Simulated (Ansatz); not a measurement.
Geometry optimisation, RKS LDA/def2-mTZVP (Ansatz 0.2.0).

Input file:

```yaml
crystal:
  periodic: [false, false, false]
  atoms:
    - { symbol: Si, position_ang: [-0.6109, 1.2219, 0.0907] }
    - { symbol: C, position_ang: [-0.1066, -0.4516, -0.4278] }
    - { symbol: C, position_ang: [-1.0136, -1.46296, 0.17875] }
    - { symbol: Ga, position_ang: [0.06395, -1.49277, -1.48651] }
    - { symbol: H, position_ang: [0.2168, 2.2635, -0.5637] }
    - { symbol: H, position_ang: [-0.5863, 1.41, 1.5407] }
    - { symbol: H, position_ang: [-2.0185, 1.4826, -0.3592] }
    - { symbol: H, position_ang: [0.92564, -0.66951, -0.07611] }
    - { symbol: H, position_ang: [-2.10512, -1.36272, -0.2241] }
    - { symbol: H, position_ang: [-1.08261, -1.38602, 1.29504] }
    - { symbol: H, position_ang: [-0.56089, -0.87571, -2.61422] }
basis:
  gaussian: { orbitals: def2-mTZVP }
hamiltonian:
  xc: lda
relax:
  f_tol: 0.015
  max_steps: 40
```

Launched with:

```bash
$ ansatz run input.yaml --threads 2 --pin off --max-ram 3072MiB --backend cpu --events-out ev --progress --plain --runs-dir out
```

Problem. Where does it end, and by what steps?

Solution. It converged. After 30 steps the energy has fallen by 6.542 eV; Ga4 moved furthest, 1.61 Å. The start is strongly strained (largest force component 15 eV/Å).

| step | energy less start (eV) | largest force component (eV/Å) | accepted |
| --- | --- | --- | --- |
| 0 | 0.0000 | 14.675 | yes |
| 2 | -4.5624 | 1.837 | yes |
| 4 | -5.4866 | 0.841 | yes |
| 6 | -5.8455 | 0.443 | yes |
| 8 | -5.8887 | 0.319 | yes |
| 10 | -5.9069 | 0.103 | yes |
| 12 | -5.9220 | 0.140 | yes |
| 14 | -5.9635 | 0.369 | yes |
| 16 | -6.0999 | 0.476 | yes |
| 18 | -6.1909 | 0.322 | yes |
| 20 | -6.3165 | 0.983 | yes |
| 22 | -6.4398 | 0.743 | yes |
| 24 | -6.5179 | 0.299 | yes |
| 26 | -6.5395 | 0.135 | yes |
| 28 | -6.5418 | 0.042 | yes |
| 30 | -6.5420 | 0.008 | yes |

```xyz
11
Properties=species:S:1:pos:R:3
Si -0.519 1.239 -0.079
C 0.059 -0.472 0.193
C -0.952 -1.402 0.407
Ga -1.431 -0.928 -1.685
H 0.461 2.208 -0.654
H -1.258 1.828 1.084
H -1.715 0.937 -1.072
H 1.076 -0.801 -0.042
H -1.891 -1.098 0.887
H -0.730 -2.472 0.503
H 0.022 -0.363 -2.188
```

Run time: 34 s on 2 threads of AMD EPYC 9R14 (Zen 4), with other jobs on the host, peak memory 0.18 GiB.
